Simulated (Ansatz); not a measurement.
`[OH][W]([OH])([OH])([F])([Cl])[Cl]`. The species carries charge 0 and has multiplicity 1. W: def2 effective core potential.

```xyz
10

O    -0.734    1.540    0.731
W     0.025   -0.029    0.124
O    -1.516   -1.076    0.160
O     1.761    0.609   -0.098
F     0.738   -1.552   -0.752
Cl    0.540   -0.701    2.269
Cl   -0.546    0.751   -2.029
H    -1.153    2.290    0.304
H    -1.599   -1.966   -0.194
H     2.485    0.134   -0.516
```

Problem. What are the harmonic wavenumbers in cm⁻¹ at PBE0-D4/def2-TZVP (Ansatz, finite differences of forces, unscaled)? (An estimate is asked.)

Solution. The calculation gave: 89, 112, 113, 167, 184, 219, 254, 258, 334, 341, 359, 360, 432, 452, 513, 608, 623, 648, 727, 776, 807, 3887, 3890, 3908.

Problem. Is this a minimum?

Solution. Yes, all 24 modes are real.

Problem. Give the ideal-gas thermochemistry at 298.15 K and 1 bar (rigid rotor, harmonic oscillator; point group Cs, symmetry number 1).

Solution. Zero-point energy 120.0 kJ/mol; H(298) − E = 150.3 kJ/mol; entropy 426.2 J/(mol·K), of which translation 181.0, rotation 123.4, vibration 121.8; G(298) − E = 23.3 kJ/mol. Modes under 100 cm⁻¹ are hindered rotations or soft bends, so the harmonic entropy is rough.

Problem. Rotational constants (cm⁻¹)?

Solution. 0.0668, 0.03326, 0.03245.
